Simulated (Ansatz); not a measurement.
The same hydrolysis along the group B, Al, Ga.

Computed with Ansatz on PBE0-D4/def2-TZVP structures; ΔE is electronic, products minus reactants. CCSD(T)/CBS adds triple-zeta CCSD(T) − MP2 to the extrapolated MP2 energy (def2 sets, frozen cores). This one scheme is used for every species. For Ga outer-core shells are correlated without core-valence functions, which leaves a few kJ/mol of doubt a bond. Scalar relativity is left out up to krypton. One conformer a species, not always the lowest.

Task: Order these by ΔE at CCSD(T)/CBS, lowest first. (An estimate is asked.)
A. `[F][Al]([SH])[Cl]` + H₂O → `[OH][Al]([SH])[Cl]` + H–F
B. `FB(S)Cl` + H₂O → `OB(S)Cl` + H–F
C. `[F][Ga]([SH])[Cl]` + H₂O → `[OH][Ga]([SH])[Cl]` + H–F

Result: B (+3.2 kJ/mol), C (+19.1 kJ/mol), A (+43.9 kJ/mol).

Largest T1 diagnostic: 0.013, for `[OH][Ga]([SH])[Cl]`.
